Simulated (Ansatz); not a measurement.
Dissociation curve of Au(Me)(CNMe), SMILES [Au]([CH3])<-[C-]#[N+]C. The Au1–C8 bond (Au1 also carries C; C8 carries H, H, H) is pulled apart rigidly from the PBE0/def2-SVP, def2 effective core potentials past Kr optimised geometry.

Computed with: UKS-PBE0 = unrestricted PBE0/def2-SVP, def2 effective core potentials past Kr in Ansatz (a first-principles code); UKS-PBE = unrestricted PBE/def2-SVP, def2 effective core potentials past Kr (Ansatz); UKS-B3LYP = unrestricted B3LYP/def2-SVP, def2 effective core potentials past Kr run with Ansatz.

Energies are in kcal/mol, each relative to the lowest point of its own curve near equilibrium.

```tsv
R / Å	UKS-PBE0	UKS-PBE	UKS-B3LYP
1.69	45.3	45.7	48.5
1.80	18.2	18.6	20.3
1.93	3.5	3.7	…
2.00	…	…	…
2.05	0.0	0.0	0.0
2.13	1.0	…	…
2.19	2.9	2.5	2.0
2.33	9.9	8.9	8.1
2.50	20.8	19.0	18.0
2.69	33.7	31.0	30.0
2.98	52.3	48.1	47.5
3.37	72.2	66.8	66.9
3.77	82.0	80.0	77.5
4.28	86.9	87.0	82.9
5.01	88.9	90.2	85.3
5.93	89.2	91.1	85.9
```

**Question.** Complete the blanks.

**Answer.** 
- 1.93, UKS-B3LYP: 4.4
- 2.00, UKS-PBE0: 0.6
- 2.00, UKS-PBE: 0.7
- 2.00, UKS-B3LYP: 0.9
- 2.13, UKS-PBE: 0.8
- 2.13, UKS-B3LYP: 0.4

The unrestricted determinant behind UKS-PBE0, UKS-B3LYP is spin-contaminated at 3.37 to 5.93 Å (<S²> up to 1.0, against 0.00 for a pure singlet). The unrestricted solution behind UKS-PBE changes between 3.77 and 4.28 Å, which can leave a kink. The unrestricted determinant behind UKS-PBE is spin-contaminated at 3.77 to 5.93 Å (<S²> up to 1.0, against 0.00 for a pure singlet).
